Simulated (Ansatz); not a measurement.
Reaction (ligand exchange at a Ga–C bond): `[GaH2][C]1=NC1` + `C[SeH]` → `C[Se][GaH2]` + `C1=NC1`

Isolated molecules relaxed with PBE0-D4/def2-TZVP in Ansatz; ΔE leaves out vibrations. CBS: MP2 limit from def2 TZ/QZ plus the TZ coupled-cluster correction, frozen cores. Functionals use def2-TZVPP. For Ga, Se outer-core shells are correlated without core-valence functions, which leaves a few kJ/mol of doubt a bond. Scalar relativity is left out up to krypton.

`[GaH2][C]1=NC1`:

```xyz
8

Ga    0.944   -1.345    0.629
C    -0.316   -0.119   -0.219
N    -1.348   -0.001   -0.926
C    -0.719    1.277   -0.475
H     2.222   -1.741   -0.174
H     0.657   -1.776    2.100
H    -0.199    1.863   -1.227
H    -1.242    1.841    0.292
```

`C[SeH]`:

Z-matrix (Å, degrees):
```
C
Se 1 1.949
H 1 1.088 2 110.6
H 1 1.087 2 110.6 3 -123.3
H 1 1.089 2 106.0 3 118.4
H 2 1.468 1 95.4 3 61.7
```

`C[Se][GaH2]`:

```xyz
8

C     0.751    0.169    1.228
Se   -0.879   -0.792    0.716
Ga   -0.984   -0.246   -1.522
H     1.470   -0.553    1.608
H     0.496    0.884    2.008
H     1.167    0.690    0.369
H    -2.178   -0.827   -2.341
H     0.157    0.676   -2.066
```

`C1=NC1`:

Z-matrix (Å, degrees):
```
C
N 1 1.527
C 1 1.442 2 49.5
H 1 1.086 2 116.4 3 -108.9
H 1 1.086 2 116.4 3 108.8
H 3 1.082 1 152.1 2 -180.0
```

| species | PBE energy (Eh) |
| --- | --- |
| `[GaH2][C]1=NC1` | -2057.71821 |
| `C[SeH]` | -2441.65348 |
| `C[Se][GaH2]` | -4366.84143 |
| `C1=NC1` | -132.56669 |

**Question.** Work out ΔE.

**Answer.** ΔE = (-4366.84143) + (-132.56669) − (-2057.71821) − (-2441.65348) = -0.03643 Eh = -0.99 eV. CCSD(T)/CBS gives -1.00 eV.

Largest T1 diagnostic among the species: 0.013.

From BLYP to BHLYP (50 % exact exchange), in def2-TZVPP and without D4, ΔE moves by −0.04 eV. Leaving LDA and LC-ωPBE aside and taking each functional with its dispersion term where it has one, the values, not all of them listed here, spread over 0.08 eV, from r2SCAN0-D4 to ωB97X-V. LDA lies −0.03 eV from PBE without D4.
